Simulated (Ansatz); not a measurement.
`N=C(O)CO` + HBr → `N=C(O)Br` + CH₃OH  (substitution at a C–C bond)

Gas-phase electronic energies from Ansatz, PBE0-D4/def2-TZVP geometries. CCSD(T)/CBS adds triple-zeta CCSD(T) − MP2 to the extrapolated MP2 energy (def2 sets, frozen cores). This one scheme is used for every species. DFT in def2-TZVPP. B3LYP here is the variant with VWN-RPA as its local correlation; programs differ in this. For Br outer-core shells are correlated without core-valence functions, which leaves a few kJ/mol of doubt a bond. Scalar relativity is left out up to krypton. Each species was taken in one conformer, which may not be the lowest.

| level | ΔE (kJ/mol) |
| --- | --- |
| PBE-D4 | 52.2 |
| B3LYP-D4 | 56.7 |
| MP2/def2-TZVPP | 58.3 |
| SCS-MP2/def2-QZVPP | 58.0 |

(1) What does CCSD(T)/CBS give? (An estimate is asked.)

Largest T1 diagnostic among the species: 0.013.

Answers

(1) Computed: +63.2 kJ/mol. The listed levels differ from it by -11.0, -6.5, -4.9, -5.2 kJ/mol.

In def2-TZVPP, CCSD(T) changes the Hartree–Fock value by −8.1 kJ/mol (the triples alone add −2.5 kJ/mol) and MP2 by −13.5 kJ/mol. From PBE to PBE0 (25 % exact exchange), in def2-TZVPP and without D4, ΔE moves by +8.0 kJ/mol.
